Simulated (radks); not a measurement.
Values are calculated unless marked as measured or tabulated.
Spherical quantum dot in the effective-mass picture: electrons in a hard-walled sphere of radius 10.3, all in effective atomic units (hartree* = m*/eps^2 hartree, bohr* = eps/m* bohr), one dielectric constant everywhere. Level of theory: non-relativistic Kohn-Sham, LDA (Slater exchange, Perdew-Wang correlation), spin-polarised, spherical densities (a radial shooting solver with Libxc functionals). Levels are named by radial order and angular momentum (1s, 1p, 1d, 2s, ...), and open shells are averaged over m. Each electron was tried in the lowest free levels, single moves between levels near the top were tried too, and the lowest total energy was kept; such a search can miss a lower state. At N = 1 the Hartree and exchange-correlation terms need not cancel, so that row can carry a self-interaction error.

N        open shells  2S  E (hartree*)  mu = E(N) - E(N-1) (hartree*)  addition energy mu(N+1) - mu(N) (hartree*)  e(HOMO) (hartree*)  rms radius (bohr*)
1   1s(up 1, down 0)   1     0.0459141                       0.045914                                      0.1347             0.10348               5.607
2               none   0      0.226539                        0.18062                                      0.1496             0.23840               6.138
3   1p(up 1, down 0)   1      0.556749                        0.33021                                      0.1132             0.38632               6.570
4   1p(up 2, down 0)   2       1.00011                        0.44336                                      0.1148             0.50063               6.819
5   1p(up 3, down 0)   3       1.55823                        0.55812                                      0.1365             0.61564               6.995
6   1p(up 3, down 1)   2       2.25284                        0.69461                                      0.1113             0.75000               7.133
7   1p(up 3, down 2)   1       3.05873                        0.80589                                      0.1123             0.86194               7.244
8               none   0       3.97692                        0.91818                                      0.1534             0.97447               7.337
9   1d(up 1, down 0)   1       5.04846                         1.0715                                      0.1108              1.1269               7.432
10  1d(up 2, down 0)   2       6.23085                         1.1824                                      0.1111              1.2379               7.511
11  1d(up 3, down 0)   3       7.52431                         1.2935                                      0.1111              1.3490               7.580
12  1d(up 4, down 0)   4       8.92891                         1.4046                                      0.1112              1.4602               7.641
13  1d(up 5, down 0)   5       10.4447                         1.5158                                      0.1337              1.5713               7.695
14  1d(up 5, down 1)   4       12.0941                         1.6495                                      0.1093              1.7041               7.744
15  1d(up 5, down 2)   3       13.8529                         1.7588                                      0.1096              1.8135               7.788
16  1d(up 5, down 3)   2       15.7212                         1.8683                                      0.1097              1.9232               7.828
17  1d(up 5, down 4)   1       17.6993                         1.9780                                      0.1098              2.0329               7.866
18              none   0       19.7871                         2.0878                                      0.1605              2.1427               7.901
19  1f(up 1, down 0)   1       22.0353                         2.2483                                      0.1089              2.3027               7.937
20  1f(up 2, down 0)   2       24.3925                         2.3572                                      0.1089              2.4116               7.970
21  1f(up 3, down 0)   3       26.8586                         2.4661                                      0.1089              2.5206               8.001
22  1f(up 4, down 0)   4       29.4337                         2.5751                                      0.1089              2.6295               8.030
23  1f(up 5, down 0)   5       32.1177                         2.6840                                      0.1089              2.7385               8.057
24  1f(up 6, down 0)   6       34.9106                         2.7929                                      0.1089              2.8474               8.083
25  1f(up 7, down 0)   7       37.8124                         2.9018                                      0.1317              2.9562               8.107
26  1f(up 7, down 1)   6       40.8459                         3.0335                                      0.1079              3.0874               8.130
27  1f(up 7, down 2)   5       43.9873                         3.1414                                      0.1079              3.1953               8.151
28  1f(up 7, down 3)   4       47.2366                         3.2493                                      0.1080              3.3033               8.172
29  1f(up 7, down 4)   3       50.5938                         3.3573                                      0.1080              3.4112               8.191
30  1f(up 7, down 5)   2       54.0591                         3.4652                                      0.1080              3.5192               8.210
31  1f(up 7, down 6)   1       57.6323                         3.5732                                      0.1080              3.6272               8.228
32              none   0       61.3135                         3.6812                                           -              3.7352               8.245

All shells are closed at N = 2, 8, 18, 32 (there: 1s2 1p6 1d10 1f14); the second difference of the energy has clear peaks (12 % above both neighbours; the first and last values, which can be the largest, are not judged, and half-filled shells can peak too) at N = 5, 8, 13, 18, 25.
